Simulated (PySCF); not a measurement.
Species: 3,4-dimethylphosphinine, C₇H₉P.
Structure used (PBE0-D3(BJ)/def2-SVP), in Å, numbered top down from 1:
```xyz
17
C7H9P angstrom
C     -0.736    2.386    0.071
C      0.120    1.186   -0.212
C      1.501    1.358   -0.367
C      2.409    0.340   -0.633
P      1.996   -1.333   -0.818
C      0.280   -1.234   -0.580
C     -0.477   -0.091   -0.317
C     -1.965   -0.221   -0.144
H     -1.503    2.530   -0.707
H     -0.132    3.303    0.121
H     -1.275    2.284    1.027
H      1.887    2.379   -0.270
H      3.466    0.610   -0.732
H     -0.266   -2.183   -0.644
H     -2.511    0.374   -0.893
H     -2.287   -1.266   -0.241
H     -2.289    0.145    0.844
```

Linear response at wB97X-D/def2-SVPD (PySCF, frozen core in the response, non-relativistic). Geometry: PBE0-D3(BJ)/def2-SVP; no solvent, vibrations or thermal averaging.

Static isotropic polarisability: 107.56 au (15.94 Å³), principal values 68.9, 115.2, 138.6 au.

**Question.** What is the polarisability at 1064 nm and at the sodium D line?

**Answer.** 109.07 au at 1064 nm (+1.4 %), 112.84 au at 589.3 nm (+4.9 %). The rise at 589.3 nm is 3.50 times that at 1064 nm; a pure ω² law gives 3.26. The lowest singlet lies at 260 nm, shorter than both wavelengths.

**Question.** What is the isotropic C6 coefficient between two such molecules, C6 = (3/π)∫α(iω)² dω?

**Answer.** 4079 au (Eh·bohr⁶) by a ten-point quadrature over imaginary frequencies, which is 2440 eV·Å⁶ or 235 J·nm⁶/mol.

**Question.** Which effective excitation energy ω̄ makes London's formula C6 = (3/4)α²ω̄ exact here?

**Answer.** ω̄ = 4·C6/(3α²) = 0.470 Eh = 12.8 eV. A one-pole form α(ω) = α/(1 − ω²/ω̄²) fitted to the 1064 nm value gives 9.9 eV.

**Question.** How many electrons N does the Slater–Kirkwood formula C6 = (3/4)·√N·α^(3/2) need to give this C6?

**Answer.** N = (4·C6/3)²/α³ = 23.8; the species has 66 electrons in all.

**Question.** The lowest 6 singlets have (eV, f): 4.77, 0.004; 5.08, 0.165; 5.20, 0.018; 5.78, 0.000; 5.98, 0.298; 6.44, 0.000. What share of the static polarisability do they carry in the sum over states α = Σ f/ω²?

**Answer.** 11.51 au, 10.7 % of α; the largest term, 6.16 au, is that of the state at 5.98 eV. Their oscillator strengths add up to 0.48. Higher states carry the rest.

**Question.** What n − 1 at the D line would an ideal gas of it have at 273.15 K and 1 atm (2.6868 × 10¹⁹ cm⁻³), by n − 1 = 2π·N·α′?

**Answer.** 28.23 × 10⁻⁴, a formal value whether or not that pressure can be reached.

wB97X-D is run here without its empirical dispersion term; that term would change no orbital, density or response property at a fixed geometry.
